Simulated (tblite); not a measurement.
Parent: `[CH2:1]=[CH:2][C@@H:3]([CH:4]=[O:5])[CH2:6][SiH3:7]` with C1–C2–C3–C4 111°, C2–C3–C4–O5 120°, C2–C3–C6–Si7 171°, C5H10OSi.

Structures optimised with GFN2-xTB, isolated species. One conformer each, not checked by frequencies here.

```
coordinate of the parent    value
                   C1=C2  1.320 Å
                   C2–C3  1.506 Å
                   C3–C4  1.507 Å
                   C4=O5  1.198 Å
                   C3–C6  1.528 Å
                  C6–Si7  1.905 Å
                C1–C2–C3   124.6°
                C2–C3–C4   107.2°
                C2–C3–C6   111.2°
                C4–C3–C6   111.7°
                C3–C4–O5   125.7°
               C3–C6–Si7   113.7°
```

Task: How does the shared frame change in `[CH2:1]=[CH:2][C@:3]([CH:4]=[O:5])([CH2:6][CH3:7])[CH2:8][SiH3:9]` with C1–C2–C3–C4 -105°, C2–C3–C4–O5 -98°, C2–C3–C6–C7 -65°, C2–C3–C8–Si9 180°, C7H14OSi? Atoms pair as C1 = C1, C2 = C2, C3 = C3, C4 = C4, O5 = O5, C6 = C8, Si7 = Si9 (parent first).

Result: 
```tsv
parent	relative	value in the relative	change
C1=C2	C1=C2	1.320 Å	0.000
C2–C3	C2–C3	1.515 Å	+0.009
C3–C4	C3–C4	1.516 Å	+0.009
C4=O5	C4=O5	1.198 Å	0.000
C3–C6	C3–C8	1.529 Å	+0.001
C6–Si7	C8–Si9	1.906 Å	+0.001
C1–C2–C3	C1–C2–C3	127.0°	+2.4
C2–C3–C4	C2–C3–C4	102.0°	-5.2
C2–C3–C6	C2–C3–C8	113.2°	+2.0
C4–C3–C6	C4–C3–C8	109.2°	-2.5
C3–C4–O5	C3–C4–O5	126.0°	+0.3
C3–C6–Si7	C3–C8–Si9	114.7°	+1.0
```

Of the parent's bonds, C2–C3 and C3–C4 change most and about equally (+0.009 Å). Bonds of the relative outside the shared frame: C3–C6 1.536, C6–C7 1.523 Å. Point group C1 → C1.

Task: How does the shared frame change in `[CH2:1]=[CH:2][C@@:3]([CH:4]=[O:5])([CH2:6][SiH3:7])[C:8](=[CH2:9])[CH3:10]` with C1–C2–C3–C4 169°, C2–C3–C4–O5 3°, C2–C3–C6–Si7 -56°, C2–C3–C8–C9 -120°, C8H14OSi? Atoms pair as C1 = C1, C2 = C2, C3 = C3, C4 = C4, O5 = O5, C6 = C6, Si7 = Si7 (parent first).

Result: 
```csv
parent,relative,value in the relative,change
C1=C2,C1=C2,1.319 Å,-0.001
C2–C3,C2–C3,1.508 Å,+0.002
C3–C4,C3–C4,1.514 Å,+0.007
C4=O5,C4=O5,1.198 Å,0.000
C3–C6,C3–C6,1.539 Å,+0.011
C6–Si7,C6–Si7,1.907 Å,+0.002
C1–C2–C3,C1–C2–C3,123.9°,-0.7
C2–C3–C4,C2–C3–C4,110.9°,+3.7
C2–C3–C6,C2–C3–C6,109.4°,-1.8
C4–C3–C6,C4–C3–C6,106.0°,-5.7
C3–C4–O5,C3–C4–O5,126.6°,+0.9
C3–C6–Si7,C3–C6–Si7,114.4°,+0.7
```

Of the parent's bonds, C3–C6 changes most (+0.011 Å). Bonds of the relative outside the shared frame: C3–C8 1.524, C8=C9 1.322, C8–C10 1.501 Å. Point group C1 → C1.

These are computed values.
